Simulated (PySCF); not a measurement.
ZrCl⁺: from constants to spectrum

UHF-CCSD(T) constants of ZrCl⁺, ³Δ (triplet), unpaired electrons σ ↑, δ ↑ (basis Zr def2-TZVPPD with ECP28, Cl def2-TZVPPD; scalar-relativistic core potentials; PySCF 2.14; masses 89.9047 and 34.9689 u):

| Item | Value |
| --- | --- |
| ωe | 467.0 cm⁻¹ |
| ωexe | 1.22 cm⁻¹ |
| Be | 0.13317 cm⁻¹ |
| αe | 0.000476 cm⁻¹ |
| De to Zr⁺ (4d2 5s1) + Cl | 4.62 eV |

(1) What force constant and bond length do these constants imply?

(2) Estimate the centrifugal constant D from the Kratzer relation and find the Dunham coefficient a1.

Correlated steps freeze 5 core orbitals. These are scalar-relativistic numbers at best; spin–orbit coupling would shift them, the dissociation energy most. For an ion De counts to the pair picked by the measured ionisation energies or electron affinities, which need not be the lowest pair at this level. The state is the lowest single determinant that the PBE0 search found; with open d or f shells the true ground state can be another one.

Results:

(1) Reduced mass μred = 25.176 u; k = 5.8918×10⁻⁷·μred·ωe² (u, cm⁻¹, mdyn/Å) = 3.24 mdyn/Å; Re = √(16.8576/(μred·Be)) (u, cm⁻¹, Å) = 2.242 Å.

(2) D = 4Be³/ωe² = 4.33e-08 cm⁻¹; a1 = −1 − αeωe/(6Be²) = -3.09.
